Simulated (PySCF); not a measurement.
In2(mu-NH2)2(F)4, H4F4In2N2, singlet at its B3LYP/def2-SVP optimised geometry (Å):

```
12

In    -0.2295    -0.8233     0.0000
In    -1.7970     1.1548     2.0667
N     -1.0136     1.2452     0.0000
H     -1.7330     1.4133    -0.7085
H     -0.2937     1.9601    -0.1359
F      1.7330    -0.8233     0.0000
F     -1.3009    -1.9601    -1.1881
N     -1.0083    -0.9118     2.0684
H     -0.2848    -1.0736     2.7743
H     -1.7241    -1.6296     2.2105
F     -0.7277     2.2925     3.2559
F     -3.7594     1.1548     2.0667
```

Level of theory: B3LYP/def2-TZVP, def2 effective core potentials past Kr (PySCF 2.14.0). The core electrons that the potentials of In replace are not part of the density.

Map of the electrostatic potential (hartree/e), clipped to [-0.08, 0.12] on the plane z = 1.5 Å:

```
|::------------:::::::::::::|
|::--======-------::::::::::|
|::-==++++==-------:::::::::|
|.:-=+*###*+==------::::::::|
|.:-+#@@@@%#+==------:::::::|
| .-+@@@@@@@#*+==----:::::::|
| .-#@@@@@@@@#*+==---:::::::|
|:=+@@@@@@@@@@#++=---:::::::|
|@@@@@@@@@@@@@%*+==--:::::::|
|@@@@@@@@@@@@@@#*+=--:::::::|
|@@@@@@@@@@@@@@%*+=-::::...:|
|*@%@@@@@@@@@@@%#+=-::......|
| :=%@@@@@@@@@@@#*=-:.......|
| .-*@@@@@@@@@@@%*=-........|
|.:-+%@@@@@@@@@@@*=:..  ....|
|::=+#%@@@@@@@@@@#=:.    ...|
|:-=+*%@@@@@@@@@@#=:.    ...|
|--=+*%@@@@@@@@@@*=:.    ...|
|-==+*%@@@@@@@@@%*=:..  ....|
|-==+*%@@@@@@%%%#+=-:.......|
|-==+*#@@@%#####*+=-:.......|
|--=++*####*****+==-:::.....|
|--==++****++++++=--::::::::|
|---===++++++++===---:::::::|
|----============----:::::::|
|-----==========-----:::::::|
|---------===-------::::::::|
```
Scale: ten equal steps from -0.041 (start of ' ') to 0.120 (end of '@'), in the order ' .:-=+*#%@'; x runs from -4.00 to 4.00, y from -4.00 (bottom) to 4.00 (top).
